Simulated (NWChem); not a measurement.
# Correlation energy of AlP

```
Al
P 1 2.2074
```
Charge 0, spin multiplicity 3.

The numbers come from NWChem runs, not from measurements. The geometry was optimised at UPBE0/def2-SVP, a minimum by its harmonic frequencies.

Basis set: STO-3G. Each correlation energy counts from its own Hartree-Fock reference.

The correlated methods keep 10 core orbitals frozen. This spin state was chosen for the runs; another may lie lower. The structure started from a generated list of species. The unpaired electrons of the parent sit in orbitals of symmetry a1 and b2 (C2v labels of the run); other states weren't searched. The stability of the SCF solutions was not checked. Open-shell Hartree-Fock references start from PBE0 orbitals. No row is a measurement; the coupled-cluster row has its own basis-set and correlation limits.

**Question.** Order these methods by the correlation energy they give, lowest first: SCS-UMP2, CCSD on UHF, UMP2, CCSD(T) on UHF.

**Answer.** CCSD(T) on UHF (-65.1 mHa), CCSD on UHF (-60.9 mHa), SCS-UMP2 (-41.5 mHa), UMP2 (-39.7 mHa)
